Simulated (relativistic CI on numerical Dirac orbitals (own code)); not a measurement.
**Os XXIII: sensitivity of the levels to the model**

Base calculation: Dirac-Coulomb-Breit CI, orbitals from a KLI potential per configuration, model QED, unscaled Slater integrals.

CI space (outside the closed core [Ar] 3d10 4d10): 4s²4p⁶4f⁸, 4s²4p⁶4f⁷5s, 4s²4p⁶4f⁶5s², 4s²4p⁶4f⁷5p, 4s²4p⁶4f⁶5s5p, 4s²4p⁵4f⁹, 4s²4p⁶4f⁷6s, 4p⁶4f¹⁰, 4s4p⁶4f⁸5s. Levels of other configurations are missing.

Variants: (1) configuration mixing switched off. Shifts of the energy above 4s²4p⁶4f⁸ ⁷F6, in cm⁻¹, for the lowest level and the first level of each name with at least 55 % of one term (blank where a level changes its place among those of its configuration and J or its character, or is not in the variant):

| Level | Base | Δ(1) |
| --- | --- | --- |
| 4s²4p⁶4f⁸ ⁷F6 | 0.0 | 0.0 |
| 4s²4p⁶4f⁸ ⁷F5 | 11493.6 | -94.3 |
| 4s²4p⁶4f⁸ ⁷F4 | 13418.4 | +210.8 |
| 4s²4p⁶4f⁸ ⁷F3 | 19643.2 | +66.1 |
| 4s²4p⁶4f⁸ ⁷F2 | 22117.9 | +170.8 |
| 4s²4p⁶4f⁸ ⁷F1 | 25019.3 | +96.9 |
| 4s²4p⁶4f⁸ ⁷F0 | 25984.3 | +100.9 |
| 4s²4p⁶4f⁸ ⁵D4 | 44386.9 | +976.6 |
| 4s²4p⁶4f⁸ ⁵L10 | 57322.7 | -36.7 |
| 4s²4p⁶4f⁸ ⁵L9 | 65538.7 | +30.8 |
| 4s²4p⁶4f⁸ ⁵L8 | 66698.5 | +325.8 |
| 4s²4p⁶4f⁸ ⁵G2 | 71566.8 | +1008.8 |
| 4s²4p⁶4f⁸ ⁵D3 | 73553.0 | +1022.7 |
| 4s²4p⁶4f⁸ ⁵I8 | 82604.3 | +1045.5 |
| 4s²4p⁶4f⁸ ⁵K9 | 92023.3 | +521.8 |
| 4s²4p⁶4f⁸ ⁵F1 | 95803.4 | +1000.6 |
| 4s²4p⁶4f⁸ ⁵K8 | 96282.4 | +953.4 |
| 4s²4p⁶4f⁸ ³O12 | 100968.2 | -221.5 |
| 4s²4p⁶4f⁸ ³O11 | 101824.9 | -127.1 |
| 4s²4p⁶4f⁸ ⁵D0 | 112080.0 | +1589.9 |

At this charge energies of transitions that change n are usually good to better than 1 %, and those within a shell (Δn = 0) to a few per cent. Terms inside the open d or f shell come out 10 to 20 % too wide with unscaled integrals.

Ionisation energy from the two ground configurations alone: base 638.931 eV. The NIST ASD value (theoretical) is 670 eV. The gap of more than 2 % comes from missing correlation, or from a tabulated value that is itself an estimate.

LS names give the leading component of a level, which can be under half, so a name can repeat, a term be missing and a line seem to break the LS rules.
